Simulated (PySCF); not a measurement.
Geometry:
```
atom   x (Å)   y (Å)   z (Å)
  C1   3.633   0.237  -1.318
  C2   2.376   0.125  -0.595
  C3   1.331   0.028   0.014
  C4   0.063  -0.082   0.727
  C5  -0.633   1.285   0.960
  C6  -1.778   1.285  -0.047
  N7  -2.189  -0.102  -0.060
 Si8  -3.764  -0.674  -0.497
  C9  -0.991  -0.913  -0.070
 H10   3.509  -0.030  -2.379
 H11   4.398  -0.430  -0.893
 H12   4.027   1.265  -1.277
 H13   0.256  -0.564   1.698
 H14   0.060   2.128   0.837
 H15  -1.044   1.318   1.979
 H16  -2.610   1.945   0.246
 H17  -1.415   1.628  -1.039
 H18  -4.021  -0.797  -1.973
 H19  -3.938  -2.033   0.100
 H20  -4.767   0.286   0.055
 H21  -0.602  -1.091  -1.091
 H22  -1.175  -1.897   0.389
```

Geometry: PBE0-D3(BJ)/def2-SVP; GIAO absolute shieldings from PySCF, gas phase, non-relativistic, averaged over equivalent atoms.

At PBE0/pcSseg-1 (225 basis functions, 86 s wall time on 1 thread of an Arm Neoverse N1, shared host):
```
      atoms  σ (ppm)
         C3     95.3
         C2    102.1
         C9    125.3
         C6    133.0
         C5    145.6
         C4    153.6
         C1    179.7
         N7    226.7
        Si8    407.0
H18/H19/H20    26.67
        H22    27.90
        H16    28.37
        H13    28.41
        H17    28.50
        H21    28.58
H10/H11/H12    29.44
        H15    29.52
        H14    29.66
```

Q: What do these become at HF/pcSseg-1?

A: 
```tsv
atoms	σ at HF/pcSseg-1	change
C3	102.2	+6.9
C2	107.0	+4.9
C9	138.7	+13.4
C6	146.5	+13.5
C5	155.4	+9.8
C4	167.0	+13.4
C1	187.6	+7.9
N7	248.0	+21.3
Si8	445.3	+38.3
H18/H19/H20	27.54	+0.87
H22	28.55	+0.65
H16	29.00	+0.63
H13	29.22	+0.81
H17	29.27	+0.77
H21	29.32	+0.74
H10/H11/H12	29.85	+0.41
H15	30.07	+0.55
H14	30.22	+0.56
```

The largest change is at Si8 (silicon bonded to N, 3 H). Cost: 225 basis functions, 43 s wall time on 1 thread of an Arm Neoverse N1, shared host. The order of the carbon signals is the same at both levels.
